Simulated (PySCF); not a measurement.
## Frontier orbitals and the lowest excitations

C4H7F3OS.
Geometry (PBE0-D3(BJ)/def2-SVP, Å), atoms numbered from 1 in this order:
```
atom  x, y, z in Å
C1     2.3662    1.3195    0.7272
S2     1.7370   -0.2585    0.0967
O3     1.7895   -1.2301    1.2411
C4    -0.0166    0.2573   -0.0286
C5    -0.8657   -0.9898   -0.1498
C6    -2.3401   -0.6861   -0.1384
F7    -2.7068   -0.0574    0.9850
F8    -3.0631   -1.8021   -0.2311
F9    -2.6877    0.1047   -1.1630
H10    3.4360    1.1670    0.9229
H11    1.8442    1.5530    1.6660
H12    2.2270    2.1127   -0.0214
H13   -0.1211    0.9247   -0.8984
H14   -0.2705    0.8089    0.8899
H15   -0.6496   -1.5381   -1.0797
H16   -0.6418   -1.6614    0.6931
```

Method used: TDDFT PBE0/def2-SVPD, vertical, gas phase, core orbitals frozen in the response in PySCF 2.14.0, density-fitted response routines.

Frontier orbitals with the atoms that hold most of them (Löwdin shares over 4%, at most four atoms; ? is withheld):

```tsv
orbital	ε (eV)	atoms
LUMO+2	0.52	S2 53%, O3 15%, C1 9%, C4 7%
LUMO+1	0.30	S2 34%, H13 11%, C4 10%, C1 8%
LUMO	0.20	?
HOMO	?	O3 53%, S2 30%, C4 7%, C1 6%
HOMO-1	-8.21	?
HOMO-2	-10.44	O3 37%, S2 24%, C4 12%, H14 5%
HOMO-3	-10.83	C5 19%, F9 11%, C6 11%, F8 11%
```

Q: Give the leading atoms of the HOMO-1.

A: O3 (bonded to S) 66%; S2 (bonded to 2 C and O) 11%; C4 (bonded to C, S and 2 H) 8%; C1 (bonded to S and 3 H) 8%. By element: oxygen 66%, carbon 17% or more, sulfur 11%.

Q: Which atoms hold the LUMO, and with what shares?

A: S2 (bonded to 2 C and O) 45%; C1 (bonded to S and 3 H) 13%; C4 (bonded to C, S and 2 H) 8%; H12 (bonded to C) 7%. By element: sulfur 45%, carbon 21% or more, hydrogen 7% or more.

Q: What is the HOMO energy, and the HOMO–LUMO gap?

A: ε(HOMO) = -7.08 eV; the gap is 7.28 eV (0.2675 hartree).

Q: The HOMO–LUMO gap is 7.28 eV. Where does the response calculation put the lowest singlet, and from which orbitals?

A: S1 is at 5.96 eV (f = 0.0090), 1.32 eV below the gap, made of HOMO→LUMO+2 (88%). Its leading pair isn't HOMO and LUMO; the energies of that pair differ by 7.60 eV. Without the coupling terms of the response equations the lowest excitation would equal the gap.

Q: One configuration dominates each of S2 and S3. Which, and how do the shares of the two leading atoms of either orbital change from the occupied to the empty one?

A: 
- S2 (5.96 eV, f 0.061), HOMO→LUMO (79%): O3 53% → at most 8%, S2 30% → 45%, C1 6% → 13%
- S3 (6.31 eV, f 0.013), HOMO→LUMO+1 (79%): O3 53% → at most 8%, S2 30% → 34%, H13 at most 4% → 11%

Time: 2.8 min (with the writing of density and orbital grids); peak memory 1.2 GiB. Hardware: an Intel Xeon at 2.50 GHz with one thread, no GPU, on a shared host.

One conformer stands for the species.
